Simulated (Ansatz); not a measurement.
A search over several starts for the lowest SCF solution of InCl₂OH⁺, that is InCl2(OH) with one electron fewer at the given spin, in a small basis.

```yaml
crystal:
  periodic: [false, false, false]
  atoms:
    - {symbol: In, position_ang: [0.311990, 0.288886, -0.068662]}
    - {symbol: Cl, position_ang: [2.593319, 0.552918, -0.390010]}
    - {symbol: Cl, position_ang: [-1.068635, 2.168756, -0.073569]}
    - {symbol: O, position_ang: [-0.439541, -1.520471, 0.205583]}
    - {symbol: H, position_ang: [-1.397133, -1.490099, 0.326657]}
basis:
  gaussian: {orbitals: def2-SVP}
total_charge: 1
magnetization: {spin_polarized: true, initial_magnetization: 1}
hamiltonian: {xc: pbe0, dispersion: d4}
output: {orbitals: {seedname: orbitals}}
```

```sh
$ ansatz run in.yaml --threads 4 --pin off --events-out ev --progress --plain --max-ram 3916MiB
```

Shortened log:

```
Functional definition: PBE0
836 factors; integrals over basis functions are off by at most 1.0e-3 eV
mean field evaluation 1: about -32242.7769 eV, gradient 5.3e1 eV
mean field evaluation 2: about -32117.5845 eV, gradient 1.3e2 eV
mean field evaluation 4: about -32247.7254 eV, gradient 3.3e1 eV
mean field evaluation 8: about -32253.9821 eV, gradient 6.2e0 eV
mean field evaluation 16: about -32254.3232 eV, gradient 9.1e-2 eV
mean field evaluation 32: about -32254.3247 eV, gradient 7.0e-1 eV
mean field evaluation 64: about -32254.3479 eV, gradient 3.1e-2 eV
mean field evaluation 96: about -32254.3270 eV, gradient 7.4e-1 eV
mean field evaluation 128: about -32254.2847 eV, gradient 6.0e-1 eV
mean field evaluation 160: about -32254.3163 eV, gradient 6.8e-1 eV
mean field evaluation 192: about -32254.3354 eV, gradient 1.2e-1 eV
mean field -32254.34825621 eV, -1185.3254356332 hartree, gradient 1.4e-6 eV, S^2 0.766426; 16 other end points of the search recorded, 0 dependent functions left out
reference -32254.34828944 eV, -1185.3254368546 hartree; 32, 31 occupied and 49, 50 virtual orbitals, 836 factors
Total energy: -32254.44642643 eV, -1185.3290433222 hartree
```

Run time 20 s (4 threads of Arm Neoverse V2 on a shared host).

Other converged states that the search met: 0.01 eV higher (⟨S²⟩ = 0.76).

In the def2 sets In takes a core potential; there is no spin–orbit coupling.
